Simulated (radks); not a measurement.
Neutral cerium inside a hard spherical wall (all orbitals vanish at R), configuration held at [Xe] 4f1 5d1 6s2 and not refilled when levels cross. Method: scalar-relativistic Kohn-Sham, PBEsol, spin-polarised, spherical densities, finite nucleus; open shells are filled with parallel spins first (spin-orbit coupling, left out, can overturn this in heavy ions); Fermi nuclear charge, rms radius 4.8771 fm; computed with a radial shooting solver on a logarithmic mesh with Libxc functionals. Eigenvalues in eV for spin up, with the zero of energy where the potential of the charges vanishes at infinity; a dash marks a level that is unbound or too diffuse for the functional's potential to be trusted. A positive occupied level is held by the wall or, in an anion where self-interaction has pushed it up, behind a barrier. The pressure on the wall is -dE/dV.

R (bohr)  E (hartree)  kinetic (hartree)    e(5p)   e(4f)   e(6s)   e(5d)  e(6p, empty)  e(7s, empty)  pressure (GPa)
free       -8856.6929           9385.684  -23.543  -5.754  -3.933  -3.347        -1.413             -               0
20         -8856.6929           9385.684  -23.543  -5.754  -3.932  -3.347        -1.413         0.041        < 0.0001
15         -8856.6929           9385.684  -23.540  -5.751  -3.930  -3.344        -1.401         0.406        0.000255
12         -8856.6924           9385.689  -23.503  -5.713  -3.902  -3.311        -1.322         1.247         0.00790
8          -8856.6699           9385.834  -22.758  -4.942  -3.231  -2.665        -0.107         6.741           0.788
7          -8856.6342           9386.014  -22.061  -4.204  -2.446  -2.033         1.153        11.035            2.63
5          -8856.2827           9387.432  -18.761  -0.478   3.351   1.526         9.584        34.559            40.0
3.5        -8854.2828           9395.005   -9.796  10.262  27.954  13.478        40.738        104.91             632
2.5        -8845.2419           9425.576   17.403  36.993  108.51  50.315        131.67        282.85            7590
2          -8826.8889           9481.495   64.221  70.941  235.26  109.94        267.56        530.47           36300
